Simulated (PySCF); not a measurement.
SMILES C[Si](C)([Al]([Cl])[CH3])C (C4H12AlClSi), singlet, GFN2-xTB optimised geometry.

```
19

Al     0.77    -0.27     0.00
Cl     2.81    -0.27     0.00
C     -0.10    -2.06     0.00
H     -1.19    -2.06     0.00
H      0.22    -2.65     0.87
H      0.22    -2.65    -0.87
Si    -0.39     1.89     0.00
C     -2.30     1.69     0.00
C      0.06     2.95    -1.55
C      0.07     2.95     1.54
H     -2.81     2.65     0.00
H     -2.64     1.14    -0.87
H     -2.63     1.14     0.88
H     -0.28     2.47    -2.46
H      1.14     3.05    -1.63
H     -0.37     3.94    -1.51
H      1.15     3.05     1.62
H     -0.28     2.47     2.46
H     -0.36     3.94     1.51
```

Density from PBE0/def2-SVP in PySCF 2.14.0 at that geometry.

Minimum of the electron density along straight lines between bonded atoms, close to the bond critical point (lines longer than 1.1 times the sum of covalent radii, or with two minima, are not listed):

```json
[
 {"bond": "Al1–Cl2", "length / Å": "2.040", "ρ at the minimum / e bohr⁻³": "0.076", "∇²ρ there / e bohr⁻⁵": "0.40", "position (fraction from the first atom)": "0.39"},
 {"bond": "Al1–C3", "length / Å": "1.998", "ρ at the minimum / e bohr⁻³": "0.078", "∇²ρ there / e bohr⁻⁵": "0.29", "position (fraction from the first atom)": "0.40"},
 {"bond": "C3–H4", "length / Å": "1.093", "ρ at the minimum / e bohr⁻³": "0.266", "∇²ρ there / e bohr⁻⁵": "-0.93", "position (fraction from the first atom)": "0.62"},
 {"bond": "C3–H5", "length / Å": "1.098", "ρ at the minimum / e bohr⁻³": "0.262", "∇²ρ there / e bohr⁻⁵": "-0.89", "position (fraction from the first atom)": "0.62"},
 {"bond": "C3–H6", "length / Å": "1.098", "ρ at the minimum / e bohr⁻³": "0.262", "∇²ρ there / e bohr⁻⁵": "-0.89", "position (fraction from the first atom)": "0.62"},
 {"bond": "Al1–Si7", "length / Å": "2.453", "ρ at the minimum / e bohr⁻³": "0.065", "∇²ρ there / e bohr⁻⁵": "0.05", "position (fraction from the first atom)": "0.35"},
 {"bond": "Si7–C8", "length / Å": "1.921", "ρ at the minimum / e bohr⁻³": "0.106", "∇²ρ there / e bohr⁻⁵": "0.30", "position (fraction from the first atom)": "0.38"},
 {"bond": "Si7–C9", "length / Å": "1.926", "ρ at the minimum / e bohr⁻³": "0.105", "∇²ρ there / e bohr⁻⁵": "0.29", "position (fraction from the first atom)": "0.38"},
 {"bond": "Si7–C10", "length / Å": "1.926", "ρ at the minimum / e bohr⁻³": "0.105", "∇²ρ there / e bohr⁻⁵": "0.29", "position (fraction from the first atom)": "0.38"},
 {"bond": "C8–H11", "length / Å": "1.086", "ρ at the minimum / e bohr⁻³": "0.271", "∇²ρ there / e bohr⁻⁵": "-0.97", "position (fraction from the first atom)": "0.62"},
 {"bond": "C8–H12", "length / Å": "1.086", "ρ at the minimum / e bohr⁻³": "0.272", "∇²ρ there / e bohr⁻⁵": "-0.97", "position (fraction from the first atom)": "0.62"},
 {"bond": "C8–H13", "length / Å": "1.086", "ρ at the minimum / e bohr⁻³": "0.272", "∇²ρ there / e bohr⁻⁵": "-0.97", "position (fraction from the first atom)": "0.62"},
 {"bond": "C9–H14", "length / Å": "1.086", "ρ at the minimum / e bohr⁻³": "0.271", "∇²ρ there / e bohr⁻⁵": "-0.96", "position (fraction from the first atom)": "0.62"},
 {"bond": "C9–H15", "length / Å": "1.087", "ρ at the minimum / e bohr⁻³": "0.272", "∇²ρ there / e bohr⁻⁵": "-0.97", "position (fraction from the first atom)": "0.62"},
 {"bond": "C9–H16", "length / Å": "1.086", "ρ at the minimum / e bohr⁻³": "0.271", "∇²ρ there / e bohr⁻⁵": "-0.97", "position (fraction from the first atom)": "0.62"},
 {"bond": "C10–H17", "length / Å": "1.087", "ρ at the minimum / e bohr⁻³": "0.272", "∇²ρ there / e bohr⁻⁵": "-0.97", "position (fraction from the first atom)": "0.62"},
 {"bond": "C10–H18", "length / Å": "1.086", "ρ at the minimum / e bohr⁻³": "0.271", "∇²ρ there / e bohr⁻⁵": "-0.96", "position (fraction from the first atom)": "0.62"},
 {"bond": "C10–H19", "length / Å": "1.086", "ρ at the minimum / e bohr⁻³": "0.271", "∇²ρ there / e bohr⁻⁵": "-0.97", "position (fraction from the first atom)": "0.62"}
]
```
